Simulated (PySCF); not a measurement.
**Electric field gradients and quadrupole coupling constants**

Compound: CH8O3Si3.
Z-matrix (Å and degrees, GFN2-xTB geometry), rows numbered from 1:
```
Si
O   1  1.6269
Si  2  1.6029  1  147.41
O   3  1.6202  2  112.72  1    58.61
C   4  1.4202  3  117.86  2  -129.66
Si  5  1.9246  4  106.68  3    10.89
O   6  1.6231  5   96.40  4    -6.40
H   1  1.4604  2  101.78  3   168.95
H   1  1.4638  2  110.02  3    49.32
H   1  1.4634  2  108.56  3   -71.76
H   3  1.4443  2  107.41  1  -174.20
H   5  1.0943  4  107.76  3  -110.60
H   5  1.0924  4  107.34  3   134.07
H   6  1.4568  5  112.10  4  -118.67
H   6  1.4578  5  112.89  4   106.92
```

Field gradients from the PBE0/pcSseg-1 density (PySCF, non-relativistic), principal values in atomic units, ordered |Vxx| ≤ |Vyy| ≤ |Vzz|:

| atom | Vxx | Vyy | Vzz |
| --- | --- | --- | --- |
| O2 | -0.4622 | -0.5397 | 1.0019 |
| O4 | -0.5630 | -1.1799 | 1.7429 |
| O7 | -0.2682 | -0.5707 | 0.8389 |

Problem. Find the asymmetry η = (Vxx − Vyy)/Vzz and the couplings χ = eQV/h (234.96 MHz × Q in barn × V in au), with Q(17O) = −0.0256 b.

Solution. 
```json
{"atom": "O2", "environment": "siloxane oxygen", "nucleus": "17O", "η": "0.08", "χzz (MHz)": "-6.03", "χxx (MHz)": "2.78", "χyy (MHz)": "3.25"}
{"atom": "O4", "environment": "silyl ether oxygen", "nucleus": "17O", "η": "0.35", "χzz (MHz)": "-10.48", "χxx (MHz)": "3.39", "χyy (MHz)": "7.10"}
{"atom": "O7", "environment": "siloxane oxygen", "nucleus": "17O", "η": "0.36", "χzz (MHz)": "-5.05", "χxx (MHz)": "1.61", "χyy (MHz)": "3.43"}
```

Problem. What is Vzz at O4 in SI units (1 au = 9.71736 × 10²¹ V/m²)?

Solution. 1.7429 au = 16.936 × 10²¹ V/m².

Problem. And the gradient at the other heavy atoms, for which no coupling is worked out here?

Solution. 
| atom | environment | Vzz (au) | η |
| --- | --- | --- | --- |
| Si1 | oxygen-bound silicon | 0.607 | 0.09 |
| Si3 | oxygen-bound silicon | -0.508 | 0.83 |
| C5 | sp3 carbon bound to oxygen | 0.466 | 0.19 |
| Si6 | oxygen-bound silicon | 0.521 | 0.28 |

Were the hydrogens deuterons (Q(2H) = 0.00286 b), χzz would run from 106 kHz (H9 and H10) to 203 kHz (H13).

Geometry: GFN2-xTB, one conformer, isolated molecule. GFN2-xTB bond lengths can be off by several hundredths of an ångström, more for odd bonds, and the gradients follow them. With a basis this small, the couplings can be 20 % off.

These values come from a run that also computed NMR shieldings. The run took 60 s wall (grids of density and orbitals included) on Arm Neoverse N1, one thread, shared host with 64 logical CPUs at a one-minute load of 61, and the process peaked at 0.82 GiB of memory.
